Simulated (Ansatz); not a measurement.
Isolated molecules relaxed with PBE0-D4/def2-TZVP in Ansatz; ΔE leaves out vibrations. CCSD(T)/CBS is the MP2 limit (def2-TZVPP, def2-QZVPP) plus CCSD(T) − MP2 in def2-TZVPP, frozen cores. This one scheme is used for every species. DFT in def2-TZVPP. HSE06 is defined as in plane-wave codes. Each species was taken in one conformer, which may not be the lowest.

`CB(S)O[SiH3]` + `NCCO` → `OCCN[SiH3]` + `CB(O)S`  (ligand exchange at the Si–O bond)

```tsv
level	ΔE (kJ/mol)	difference from CCSD(T)/CBS
r2SCAN-D4	36.8	-3.9
B97M-V	39.8	-0.9
HSE06-D4	34.1	-6.6
ωB97X-V	37.6	-3.1
PBE-QIDH	37.0	-3.7
BLYP	37.6	-3.1
r2SCAN0	38.1	-2.6
CCSD/def2-SVP	29.9	-10.8
SCS-MP2/def2-TZVPP	41.2	0.5
HF/def2-QZVPP	51.2	10.5
CCSD(T)/CBS	40.7	0
```

Largest T1 diagnostic among the species: 0.012.

In def2-TZVPP, CCSD(T) changes the Hartree–Fock value by −10.6 kJ/mol (the triples alone add −1.4 kJ/mol) and MP2 by −11.2 kJ/mol. From PBE to PBE0 (25 % exact exchange), in def2-TZVPP and without D4, ΔE moves by +3.1 kJ/mol.
